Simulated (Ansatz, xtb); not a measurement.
## A geometry optimisation of H4OSi4 with r2SCAN-D4/def2-SVP

The starting geometry of this gas-phase singlet was built from a drawn formula by distance geometry and a force field; its bonds are those of `O1[SiH]=[SiH][SiH]=[SiH]1`.

```yaml
atoms:
  - { symbol: O, position_ang: [1.4840, -1.3666, 0.7768] }
  - { symbol: Si, position_ang: [0.4551, -1.0648, -0.4720] }
  - { symbol: Si, position_ang: [0.4476, 1.2253, -0.5978] }
  - { symbol: Si, position_ang: [-0.0575, 1.3110, 1.6714] }
  - { symbol: Si, position_ang: [1.2959, -0.5274, 2.0826] }
  - { symbol: H, position_ang: [-0.8917, -1.5308, -0.1483] }
  - { symbol: H, position_ang: [-0.6317, 1.7901, -1.4302] }
  - { symbol: H, position_ang: [0.4876, 2.5808, 2.3190] }
  - { symbol: H, position_ang: [0.5098, -1.3857, 3.0208] }
```

**Question.** Predict what becomes of its bonds when it is optimised with r2SCAN-D4/def2-SVP.

**Answer.** A new bond forms, giving a structure given below by its coordinates. Distances that change by over a tenth: Si2–Si5 (2.74 → 2.46 Å). Contacts that close: Si2–Si4 (3.24 → 2.49 Å).

The energy falls by 2.40 eV over 16 steps:

```csv
step,E − E(last) (eV)
1,2.402
3,1.160
4,0.921
6,0.350
8,0.107
9,0.046
11,0.008
13,0.001
14,0.000
16,0.000
```

Final geometry (Å):

```xyz
9

O     1.3666   -1.5137    0.6891
Si    0.1309   -0.6014   -0.1391
Si    0.9131    1.3609   -1.0872
Si    0.5953    1.3631    1.3153
Si    1.1305   -0.6312    2.1049
H    -1.1637   -1.3429   -0.0381
H    -0.5760    1.7581   -1.1394
H    -0.3976    2.0890    2.1688
H     1.1000   -1.4501    3.3480
```

From the same start GFN2-xTB ends elsewhere, at `O1[SiH]=[SiH][SiH]=[SiH]1`.

The end wasn't checked by frequencies. Run with Ansatz 0.2.0, 28 s on 2 threads of Intel(R) Xeon(R) 6975P-C (Granite Rapids), with other jobs on the host.
